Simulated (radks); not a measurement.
The numbers below are computed, except where a source is named.
Coulomb parameter of the 4f shell of neutral promethium in the model configuration [Xe] 4f3 6s2 6p2, as a second difference U = [E(n + 0.5) + E(n - 0.5) - 2 E(n)] / (0.5)^2 with all orbitals relaxed. "Bare": the charge of the atom changes with n. "Screened": the 6p shell takes up the change at fixed total charge, which measures U(4f,4f) + U(6p,6p) - 2 U(4f,6p). Level of theory: scalar-relativistic Kohn-Sham, PBE, spin-unpolarised, spherical densities, point nucleus (a radial shooting solver on a logarithmic mesh with Libxc functionals).

[
 {"case": "start", "configuration": "[Xe] 4f3 6s2 6p2", "E - E(n) (eV)": "0.000"},
 {"case": "bare +0.5", "configuration": "[Xe] 4f3.5 6s2 6p2", "E - E(n) (eV)": "-8.474"},
 {"case": "bare -0.5", "configuration": "[Xe] 4f2.5 6s2 6p2", "E - E(n) (eV)": "12.414"},
 {"case": "screened +0.5", "configuration": "[Xe] 4f3.5 6s2 6p1.5", "E - E(n) (eV)": "-7.645"},
 {"case": "screened -0.5", "configuration": "[Xe] 4f2.5 6s2 6p2.5", "E - E(n) (eV)": "10.098"}
]

U(bare) = 15.759 eV, U(screened by 6p) = 9.811 eV, against the Slater integral F0(4f,4f) = 28.516 eV with frozen orbitals. The step up makes a negative ion, whose loosely bound charge lowers the bare value.
